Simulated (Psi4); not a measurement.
Cl2O2W, singlet, at a GFN2-xTB geometry (such geometries of metal compounds can be far from the true shape) (core potentials on W).

The Psi4 input:
```
memory 2 GB

molecule {
0 1
  W     0.22070827   -0.04383696    0.07248437
  O     1.42106711   -0.59757683   -0.95677366
  O     0.71530292    0.17325209    1.65839413
  Cl   -0.53569036    1.84374011   -0.68801677
  Cl   -1.43039034   -1.45323815    0.04232223
}

set basis def2-svp
set scf_type pk
set puream true
set d_convergence 1e-8
set dft_radial_points 99
set dft_spherical_points 590

energy('cam-b3lyp')
print_variables()
```

**Question.** What is the computed nuclear repulsion energy (CAM-B3LYP/def2-SVP in Psi4)?

**Answer.** 334.2483 Eh

**Question.** What is the computed dipole moment (CAM-B3LYP/def2-SVP)?

**Answer.** 1.87 D

**Question.** Give the total energy at the level CAM-B3LYP/def2-SVP.

**Answer.** -1137.6508 Eh

**Question.** Give the number of basis functions at the level CAM-B3LYP/def2-SVP.

**Answer.** 96
